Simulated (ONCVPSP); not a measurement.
## u(r) = r·R(r): atom against pseudo-atom (hafnium (Hf))

Columns: radius, all-electron u(r) and pseudo u(r) of the 5s shell (level -67.02 eV) of hafnium in the configuration [Kr] 4d10 4f14 5s2 5p6 5d2 6s2; PBE, scalar-relativistic, ONCV scheme, ONCVPSP 4.0.1.

```csv
r (bohr),all-electron,pseudo
0.085,-0.0575,0.0535
0.170,0.3831,0.1155
0.255,-0.1444,0.1926
0.340,-0.5596,0.2882
0.425,-0.5261,0.4014
0.510,-0.2077,0.5272
0.595,0.1925,0.6574
0.680,0.5527,0.7819
0.765,0.8234,0.8904
0.850,0.9981,0.9744
0.935,1.0883,1.0278
1.020,1.1126,1.0485
1.105,1.0888,1.0373
1.190,1.0329,0.9984
1.275,0.9573,0.9379
1.360,0.8717,0.8626
1.445,0.7826,0.7793
1.530,0.6948,0.6940
1.615,0.6113,0.6111
1.700,0.5338,0.5337
1.785,0.4632,0.4631
1.870,0.3999,0.3998
1.955,0.3438,0.3437
2.040,0.2944,0.2944
2.125,0.2514,0.2513
2.210,0.2140,0.2139
```

How many radial nodes do the two functions have?

The all-electron 5s function has n − l − 1 = 4 (the table is too coarse to show those close to the nucleus); the pseudo-wave has 0, since the states of the same l below it are removed with the core.

At about which radius was the pseudo-wave matched?

1.70 bohr, where the columns begin to agree (steps of 0.09 bohr).

Where does each function peak?

Outermost all-electron maximum near 1.02 bohr, pseudo maximum near 1.02 bohr (to the table’s step).

Is the pseudo-wave norm-conserving?

Yes: the ONCV scheme keeps the norm inside the radius equal to the all-electron one, which fixes the energy derivative of the logarithmic derivative at the level.
